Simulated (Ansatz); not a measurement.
Born–Oppenheimer molecular dynamics of F$_{3}$H$_{5}$SSi$_{2}$ (11 atoms, charge 0, multiplicity 1). It starts from a rough guess of a transition structure, not a stationary point.

These are results of UKS PBE0/STO-3G in Ansatz 0.2.0, not measurements.

- ensemble: NVE (velocity Verlet)
- time step: 0.5 fs
- steps asked: 150
- starting velocities drawn for: 600 K
- seed: 448660

First frame:

```xyz
11
Properties=species:S:1:pos:R:3
Si -0.882 1.075 -0.198
Si 0.447 -1.004 0.640
F -1.624 0.005 -1.095
F -1.973 1.278 0.947
F -0.939 2.383 -1.092
H 0.384 0.866 0.441
S 1.379 0.188 -0.907
H -0.466 -0.776 1.771
H -0.205 -2.039 -0.149
H 1.674 -1.398 1.329
H 2.204 -0.579 -1.687
```

(1) How far do the bonds stretch over the last three quarters of this one trajectory? (Pairs bonded in most of those frames.)

Results:

(1) 
```csv
bond,mean (Å),spread (Å),shortest,longest
Si1–F3,1.670,0.070,1.56,1.78
Si1–F4,1.669,0.059,1.57,1.76
Si1–F5,1.654,0.038,1.60,1.73
Si1–H6,1.464,0.039,1.40,1.55
Si2–S7,2.145,0.034,2.09,2.19
Si2–H8,1.444,0.021,1.41,1.48
Si2–H9,1.450,0.066,1.35,1.55
Si2–H10,1.449,0.031,1.41,1.50
S7–H11,1.364,0.020,1.33,1.40
```

Mean temperature of the second half: 2902 K. The conserved energy stayed within 0.21 meV per atom of its start (net change -0.02 meV per atom), so the integration is sound. The system heated up, since it started high on the potential surface and ran downhill. A run of 0.075 ps of so small a system gives no equilibrium averages. The orbitals stay closed-shell, which can raise the energy where a bond breaks towards radicals; this wasn't checked here. Limits of this set-up: minimal basis.

Run time: 13 min on 1 thread of AMD EPYC 7R43 64-Core Processor (Zen 3), on a shared host, peak memory 0.21 GiB.
